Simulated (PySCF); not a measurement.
Atomic charges against the basis set

Compound: C₃H₇NSi₂.
SMILES with atom numbers: `[H]/[N:1]=[CH:2]\[SiH2:3][C:4]#[C:5][SiH3:6]` (hydrogens: H7 on N1; H8 on C2; H9, H10 on Si3; H11, H12, H13 on Si6)

PBE0 throughout (PySCF), one geometry, spherical d and f functions. One conformer (not necessarily the lowest) at the PBE0-D3(BJ)/def2-SVP geometry, without solvent, vibrations or thermal averaging. The first 7 of 10 kinds of atom are listed.

Mulliken charges (e):

| basis | functions | N1 | C2 | Si3 | C4 | C5 | Si6 | H7 |
| --- | --- | --- | --- | --- | --- | --- | --- | --- |
| STO-3G | 45 | -0.295 | -0.137 | +0.623 | -0.260 | -0.245 | +0.567 | +0.174 |
| 6-31G | 76 | -0.439 | -0.266 | +0.702 | -0.324 | -0.308 | +0.576 | +0.287 |
| pcSseg-0 | 76 | -0.539 | -0.421 | +0.953 | -0.536 | -0.480 | +0.617 | +0.313 |
| 6-31G* | 106 | -0.485 | -0.169 | +0.400 | -0.150 | -0.140 | +0.309 | +0.321 |
| cc-pVDZ | 127 | -0.148 | -0.117 | +0.334 | -0.155 | -0.134 | +0.247 | +0.105 |
| def2-SVP | 127 | -0.145 | -0.217 | +0.486 | -0.244 | -0.205 | +0.388 | +0.120 |
| aug-cc-pVDZ | 209 | -0.200 | +0.224 | -0.179 | +0.211 | -0.193 | -0.602 | +0.034 |
| 6-311+G(2d,p) | 220 | -0.338 | -0.235 | +0.471 | +0.088 | -0.410 | +0.298 | +0.229 |
| def2-TZVP | 240 | -0.286 | -0.139 | +0.294 | -0.252 | -0.159 | +0.222 | +0.217 |
| cc-pVTZ | 286 | -0.217 | -0.155 | +0.326 | -0.182 | -0.166 | +0.226 | +0.160 |
| IGLO-III | 298 | -0.432 | -0.056 | +0.745 | -0.299 | -0.303 | +0.752 | +0.211 |
| pcSseg-2 | 328 | -0.243 | -0.111 | +0.573 | -0.201 | -0.206 | +0.561 | +0.120 |

IAO charges (e):

| basis | functions | N1 | C2 | Si3 | C4 | C5 | Si6 | H7 |
| --- | --- | --- | --- | --- | --- | --- | --- | --- |
| STO-3G | 45 | -0.278 | -0.269 | +0.727 | -0.311 | -0.294 | +0.651 | +0.191 |
| 6-31G | 76 | -0.356 | -0.230 | +0.581 | -0.287 | -0.261 | +0.467 | +0.246 |
| pcSseg-0 | 76 | -0.335 | -0.241 | +0.588 | -0.291 | -0.265 | +0.458 | +0.236 |
| 6-31G* | 106 | -0.367 | -0.228 | +0.705 | -0.311 | -0.292 | +0.603 | +0.243 |
| cc-pVDZ | 127 | -0.363 | -0.225 | +0.697 | -0.309 | -0.295 | +0.596 | +0.244 |
| def2-SVP | 127 | -0.359 | -0.227 | +0.709 | -0.307 | -0.292 | +0.609 | +0.240 |
| aug-cc-pVDZ | 209 | -0.391 | -0.220 | +0.701 | -0.312 | -0.296 | +0.597 | +0.254 |
| 6-311+G(2d,p) | 220 | -0.392 | -0.228 | +0.732 | -0.320 | -0.304 | +0.630 | +0.254 |
| def2-TZVP | 240 | -0.388 | -0.231 | +0.741 | -0.320 | -0.305 | +0.638 | +0.253 |
| cc-pVTZ | 286 | -0.385 | -0.229 | +0.727 | -0.317 | -0.302 | +0.623 | +0.253 |
| IGLO-III | 298 | -0.393 | -0.231 | +0.741 | -0.321 | -0.305 | +0.636 | +0.255 |
| pcSseg-2 | 328 | -0.390 | -0.230 | +0.738 | -0.320 | -0.304 | +0.636 | +0.254 |

Hirshfeld charges (e):

```json
{"basis": "STO-3G", "functions": "45", "N1": "-0.191", "C2": "-0.031", "Si3": "+0.413", "C4": "-0.178", "C5": "-0.169", "Si6": "+0.395", "H7": "+0.087"}
{"basis": "6-31G", "functions": "76", "N1": "-0.207", "C2": "-0.041", "Si3": "+0.332", "C4": "-0.145", "C5": "-0.136", "Si6": "+0.327", "H7": "+0.102"}
{"basis": "pcSseg-0", "functions": "76", "N1": "-0.198", "C2": "-0.044", "Si3": "+0.356", "C4": "-0.147", "C5": "-0.138", "Si6": "+0.343", "H7": "+0.089"}
{"basis": "6-31G*", "functions": "106", "N1": "-0.206", "C2": "-0.037", "Si3": "+0.330", "C4": "-0.133", "C5": "-0.127", "Si6": "+0.326", "H7": "+0.100"}
{"basis": "cc-pVDZ", "functions": "127", "N1": "-0.193", "C2": "-0.041", "Si3": "+0.346", "C4": "-0.136", "C5": "-0.131", "Si6": "+0.339", "H7": "+0.094"}
{"basis": "def2-SVP", "functions": "127", "N1": "-0.201", "C2": "-0.040", "Si3": "+0.352", "C4": "-0.135", "C5": "-0.129", "Si6": "+0.343", "H7": "+0.095"}
{"basis": "aug-cc-pVDZ", "functions": "209", "N1": "-0.211", "C2": "-0.047", "Si3": "+0.358", "C4": "-0.143", "C5": "-0.137", "Si6": "+0.343", "H7": "+0.094"}
{"basis": "6-311+G(2d,p)", "functions": "220", "N1": "-0.213", "C2": "-0.046", "Si3": "+0.360", "C4": "-0.144", "C5": "-0.139", "Si6": "+0.347", "H7": "+0.096"}
{"basis": "def2-TZVP", "functions": "240", "N1": "-0.210", "C2": "-0.044", "Si3": "+0.352", "C4": "-0.138", "C5": "-0.133", "Si6": "+0.339", "H7": "+0.096"}
{"basis": "cc-pVTZ", "functions": "286", "N1": "-0.207", "C2": "-0.043", "Si3": "+0.350", "C4": "-0.137", "C5": "-0.132", "Si6": "+0.337", "H7": "+0.094"}
{"basis": "IGLO-III", "functions": "298", "N1": "-0.214", "C2": "-0.044", "Si3": "+0.354", "C4": "-0.140", "C5": "-0.135", "Si6": "+0.336", "H7": "+0.093"}
{"basis": "pcSseg-2", "functions": "328", "N1": "-0.212", "C2": "-0.046", "Si3": "+0.359", "C4": "-0.140", "C5": "-0.135", "Si6": "+0.344", "H7": "+0.095"}
```

**Question.** Which scheme is steadiest as the basis changes?

**Answer.** Largest range over the bases for any column: Hirshfeld 0.08 e, IAO 0.19 e, Mulliken 1.35 e. Hirshfeld charges move least and Mulliken charges most, counted in e. Without the minimal STO-3G basis the ranges are Hirshfeld 0.03, IAO 0.18, Mulliken 1.35 e.

**Question.** How much do the charges still move between the two largest bases, IGLO-III and pcSseg-2?

**Answer.** At most, over all atoms: Mulliken 0.191 e, IAO 0.003 e, Hirshfeld 0.008 e.

**Question.** What do the same runs give for the total energy, the frontier levels and the dipole moment?

**Answer.** 
| basis | energy (Eh) | HOMO (eV) | LUMO (eV) | μ (D) |
| --- | --- | --- | --- | --- |
| STO-3G | -742.9017 | -4.58 | 2.75 | 1.93 |
| 6-31G | -751.5661 | -7.00 | -0.75 | 1.99 |
| pcSseg-0 | -750.6325 | -7.05 | -0.98 | 2.18 |
| 6-31G* | -751.6823 | -7.15 | -0.87 | 1.71 |
| cc-pVDZ | -751.7271 | -7.16 | -0.92 | 1.53 |
| def2-SVP | -751.4138 | -7.20 | -1.04 | 1.68 |
| aug-cc-pVDZ | -751.7416 | -7.39 | -1.16 | 1.79 |
| 6-311+G(2d,p) | -751.7942 | -7.42 | -1.22 | 1.82 |
| def2-TZVP | -751.8098 | -7.37 | -1.18 | 1.73 |
| cc-pVTZ | -751.8080 | -7.33 | -1.12 | 1.66 |
| IGLO-III | -751.8140 | -7.40 | -1.21 | 1.78 |
| pcSseg-2 | -751.8220 | -7.39 | -1.21 | 1.79 |

The dipole is fixed by the density alone, so its range of 0.65 D shows that the density itself changes with the basis, not only its division among atoms.
